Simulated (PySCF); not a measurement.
# Shapes and spin states of NiCl₂

All numbers come from B3LYP/[Ni def2-SVP, Cl def2-SVP], no relativity, density fitting, PySCF.

Relaxations began from a few typed shapes and spin states; open shells are unrestricted. The search is not exhaustive: other isomers or separated fragments can lie lower, and high-lying points may rest on an excited occupation.

(1) Which is the lowest minimum found?
A. singlet (closed shell, unstable to spin polarisation) C2v: Ni–Cl 2.054 Å (×2); Cl–Ni–Cl 122.1°
B. triplet D∞h: Ni–Cl 2.090 Å (×2); Cl–Ni–Cl 180.0°
C. singlet (closed shell, unstable to spin polarisation) D∞h: Ni–Cl 2.066 Å (×2); Cl–Ni–Cl 180.0°

Results:

(1) B. The others lie at 150.3 (singlet C2v), 169.4 (singlet D∞h, a saddle point) kJ/mol above it.

Formally Ni is in oxidation state +2, d8, with 2 unpaired electrons (the high-spin count). The Mulliken spin on Ni is 1.64. The polar-tensor charge on Ni, 1.06, is far below the formal one.

For the lowest minimum: open d and f shells are described by one determinant, and the ground state may have another occupation or spin.

The electron or spin density has lower symmetry than the nuclear frame for the singlet (closed shell, unstable to spin polarisation) D∞h at 169.4 kJ/mol.
